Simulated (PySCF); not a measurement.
Task: Write Cartesian coordinates for InChI=1S/F4P2Te/c1-5(2)7-6(3)4 as optimised with PBE0-D3(BJ)/def2-SVP.

Result: 
```xyz
7
F4P2Te angstrom
F      2.698   -1.108    0.213
P      1.734    0.135    0.544
F      2.597    1.248   -0.233
Te    -0.067   -0.260   -1.159
P     -1.663    0.073    0.748
F     -2.587   -1.230    0.568
F     -2.678    1.113    0.059
```

Orientation and origin are arbitrary. Atoms count from 1 in this order. All 4 F–P bonds measure 1.608 Å. Te4 (tellurium bonded to 2 P) is bent (angle 85.4°). P2 (three-coordinate phosphorus) is pyramidal (angles 99.7°, 99.6° and 96.5°, sum 295.9°, 0.88 Å off the plane of its three neighbours).

Bonds between heavy atoms (Å): F1–P2 1.608, P2–F3 1.608, P2–Te4 2.510, Te4–P5 2.509, P5–F6 1.608, P5–F7 1.608.

Computed, not measured: PySCF, PBE0-D3(BJ)/def2-SVP geometry optimisation, gas phase, def2 core potentials past Kr.

Point group: C2v (tolerance 0.08 Å). PBE0-D3(BJ)/def2-SVP frequencies: not computed here. The numbers are those of one conformer (F1–P2–Te4–P5 132°, P2–Te4–P5–F6 -130°).
